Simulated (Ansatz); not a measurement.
A run on CH$_{6}$BClGe (`C[B](Cl)[GeH3]`) with other settings.

```yaml
crystal:
  periodic: [false, false, false]
  atoms:
    - {symbol: C, position_ang: [-0.191482, 1.069267, -1.179623]}
    - {symbol: B, position_ang: [0.523429, -0.102147, -0.455824]}
    - {symbol: Cl, position_ang: [1.979452, -0.797991, -1.145970]}
    - {symbol: Ge, position_ang: [-0.135616, -0.916867, 1.333891]}
    - {symbol: H, position_ang: [-1.267572, 0.878463, -1.256971]}
    - {symbol: H, position_ang: [0.209572, 1.308496, -2.165556]}
    - {symbol: H, position_ang: [-0.110847, 1.962104, -0.544279]}
    - {symbol: H, position_ang: [-0.602625, -2.367095, 1.108073]}
    - {symbol: H, position_ang: [-1.317548, -0.131389, 1.933778]}
    - {symbol: H, position_ang: [0.996436, -0.953940, 2.375381]}
basis:
  gaussian: {orbitals: cc-pVDZ}
hamiltonian: {xc: {name: B3LYP}, dispersion: d3bjatm}
scf: {lower_state_search: off}
output: {forces: true}
```

```sh
$ ansatz run in.yaml --threads 4 --pin off --events-out ev --progress --plain --max-ram 10444MiB
```

Shortened log:

```
Functional definition: B3LYP
1041 factors; integrals over basis functions are off by at most 1.3e-3 eV
mean field evaluation 1: about -70849.1915 eV, gradient 4.4e1 eV
mean field evaluation 2: about -70847.1669 eV, gradient 5.0e1 eV
mean field evaluation 4: about -70853.9821 eV, gradient 2.5e0 eV
mean field evaluation 8: about -70854.0606 eV, gradient 1.1e-1 eV
mean field evaluation 16: about -70854.0606 eV, gradient 1.1e-5 eV
mean field -70854.06062677 eV, -2603.8387014264 hartree, gradient 1.5e-6 eV, S^2 0.000000; 0 other end points of the search recorded, 0 dependent functions left out
reference -70854.06089809 eV, -2603.8387113973 hartree; 33, 33 occupied and 70, 70 virtual orbitals, 1041 factors
Total energy: -70854.44806039 eV, -2603.8529393495 hartree
Atom 0 at    -0.191482     1.069267    -1.179623 Å, force     0.067261    -0.116767     0.037819 eV/Å
Atom 1 at     0.523429    -0.102147    -0.455824 Å, force    -0.290507     0.095367     0.198650 eV/Å
Atom 2 at     1.979452    -0.797991    -1.145970 Å, force     0.463746    -0.220951    -0.223098 eV/Å
Atom 3 at    -0.135616    -0.916867     1.333891 Å, force    -0.014903     0.038706    -0.021897 eV/Å
Atom 4 at    -1.267572     0.878463    -1.256971 Å, force    -0.316788    -0.055419    -0.018832 eV/Å
Atom 5 at     0.209572     1.308496    -2.165556 Å, force     0.115819     0.079327    -0.297546 eV/Å
Atom 6 at    -0.110847     1.962104    -0.544279 Å, force     0.021613     0.256706     0.186127 eV/Å
Atom 7 at    -0.602625    -2.367095     1.108073 Å, force    -0.037695    -0.123603    -0.009395 eV/Å
Atom 8 at    -1.317548    -0.131389     1.933778 Å, force    -0.098269     0.056883     0.057727 eV/Å
Atom 9 at     0.996436    -0.953940     2.375381 Å, force     0.089723    -0.010249     0.090445 eV/Å
Dipole moment:    -0.142176     0.220436    -0.109455 e Å
Checks for a lower state left out: stability, starts, cluster_reference, orbital_swaps, neighbouring_geometries, increment
```

It took 1.4 s on 4 threads of an Arm Neoverse V1 on a shared host, with 0.43 GiB of host memory at the peak.
